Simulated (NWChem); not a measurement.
Species: CrNH$_{2}$O$_{2}$F; SMILES [O]=[Cr](=[NH])([OH])[F]

```xyz
7

Cr     0.0415     0.0067     0.0324
O      0.8987    -0.0883     1.2913
N      0.9638    -0.1977    -1.2546
H      1.9713    -0.3746    -1.3398
F     -0.7007     1.5418    -0.0765
O     -1.1595    -1.2349     0.0600
H     -1.3230    -1.6907    -0.7768
```
Atoms are numbered in this order, from 1.

All runs: NWChem. Geometry: optimised at PBE0/def2-SVP. Level M06-2X/def2-SVP: energy and gradient on several grids; changes count from the extra-fine grid, which is no exact limit either.

```json
[
 {"grid": "xcoarse", "size of the energy change (μHa)": "20000", "largest change of a gradient component (μHa/bohr)": "4000", "time, medium = 1 (rough)": "about 1"},
 {"grid": "coarse", "size of the energy change (μHa)": "700", "largest change of a gradient component (μHa/bohr)": "800", "time, medium = 1 (rough)": "about 1"},
 {"grid": "medium", "size of the energy change (μHa)": "< 10", "largest change of a gradient component (μHa/bohr)": "80", "time, medium = 1 (rough)": "about 1"},
 {"grid": "fine", "size of the energy change (μHa)": "< 10", "largest change of a gradient component (μHa/bohr)": "< 30", "time, medium = 1 (rough)": "about 1"},
 {"grid": "xfine", "size of the energy change (μHa)": "< 10", "largest change of a gradient component (μHa/bohr)": "< 30", "time, medium = 1 (rough)": "2"}
]
```
